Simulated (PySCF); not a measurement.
Species: H9NP2Si2.
Atom-mapped SMILES: `[SiH3:1][NH:2][SiH:3]([PH2:4])[PH2:5]` (hydrogens: H6, H7, H8 on Si1; H9 on N2; H10 on Si3; H11, H12 on P4; H13, H14 on P5)

The closed-shell SCF was solved with PySCF and density fitting under several settings on one GFN2-xTB geometry (grid level 2 and gas phase unless stated).

| settings | basis functions | SCF cycles | E (Eh) | HOMO (eV) | LUMO (eV) | dipole (D) |
| --- | --- | --- | --- | --- | --- | --- |
| revPBE/pcSseg-1 | 158 | 14 | -1321.5684 | -5.90 | -0.99 | 0.59 |
| wB97X-D/cc-pVDZ, grid level 3, energy threshold 1e-07 Eh | 131 | 8 | -1321.8516 | -8.82 | 1.71 | 0.54 |

**Question.** Estimate the rows for these settings: (1) HF/pcSseg-1, grid level 1; (2) wB97X-D/3-21G, start guess sap.

**Answer.** 
```json
{"settings": "HF/pcSseg-1, grid level 1", "basis functions": "158", "SCF cycles": "10", "E (Eh)": "-1318.9900", "HOMO (eV)": "-9.81", "LUMO (eV)": "3.00", "dipole (D)": "0.70"}
{"settings": "wB97X-D/3-21G, start guess sap", "basis functions": "79", "SCF cycles": "13", "E (Eh)": "-1314.9354", "HOMO (eV)": "-8.65", "LUMO (eV)": "1.78", "dipole (D)": "1.17"}
```

**Question.** Over all rows, what range does the HOMO–LUMO gap span?

**Answer.** From 4.91 eV (revPBE/pcSseg-1) to 12.81 eV (HF/pcSseg-1, grid level 1). The functional of the narrowest has no exact exchange, that of the widest 100 % exact exchange.

**Question.** And the dipole moment?

**Answer.** From 0.54 D (wB97X-D/cc-pVDZ, grid level 3, energy threshold 1e-07 Eh) to 1.17 D (wB97X-D/3-21G, start guess sap); the largest is 2.17 times the smallest, and the median is 0.65 D.

**Question.** Compare two rows with the functional wB97X-D: wB97X-D/3-21G, start guess sap and wB97X-D/cc-pVDZ, grid level 3, energy threshold 1e-07 Eh. Which energy is lower, and by how much?

**Answer.** wB97X-D/cc-pVDZ, grid level 3, energy threshold 1e-07 Eh (131 functions) lies 6.9162 Eh or 4340 kcal/mol below wB97X-D/3-21G, start guess sap (79 functions).

Whole jobs, the steps after the SCF included, on one thread, Arm Neoverse N1 (aarch64), on a shared host:

| settings | work after the SCF | wall time | peak memory |
| --- | --- | --- | --- |
| revPBE/pcSseg-1 | shieldings | 37 s | 0.66 GiB |
| wB97X-D/cc-pVDZ, grid level 3, energy threshold 1e-07 Eh | shieldings | 46 s | 0.76 GiB |
| HF/pcSseg-1, grid level 1 | shieldings | 17 s | 0.80 GiB |
| wB97X-D/3-21G, start guess sap | spin–spin couplings from 14 perturbed nuclei, spin–dipole term for 5 of them | 40 s | 0.70 GiB |

wB97X-D ran without the empirical dispersion term, which would shift the total energy alone. Cycle counts include a coarse-grid stage where the run had one.

Conformer computed: `[SiH3:1][NH:2][SiH:3]([PH2:4])[PH2:5]`: Si1–N2–Si3–P4 -43°, H–P4–Si3–N2 76°, H–P4–Si3–N2 169°, H–P5–Si3–N2 112°, H–P5–Si3–N2 -155°.

One conformer stands for the species.
